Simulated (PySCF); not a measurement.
PySCF input:

```python
from pyscf import gto, scf, dft

mol = gto.M(
    atom='''
    B     0.52031654    0.04190274   -0.10572934
    F     0.61068274   -1.27556677   -0.29443230
    F     1.62455573    0.76129983   -0.24919047
    O    -0.62519190    0.65580127    0.21811235
    C    -1.86169716   -0.03779684    0.39266633
    H    -2.22241848    0.15458989    1.40236818
    H    -2.58033166    0.35559362   -0.32539917
    H    -1.74426047   -1.11092371    0.24338601
    ''',
    basis='def2-tzvpd',
    charge=0,
    spin=0,
    verbose=4,
)

mf = dft.RKS(mol, xc='tpssh').density_fit(auxbasis='def2-universal-jkfit')
mf.grids.level = 3
mf.conv_tol = 1e-9
mf.max_cycle = 100
mf.max_memory = 1500
mf.kernel()
if not mf.converged:
    mf = mf.newton()
    mf.kernel(mf.make_rdm1())
mf.analyze()
```

Task: What final total energy does it print?

Result: -339.98352 Eh (TPSSh/def2-TZVPD).
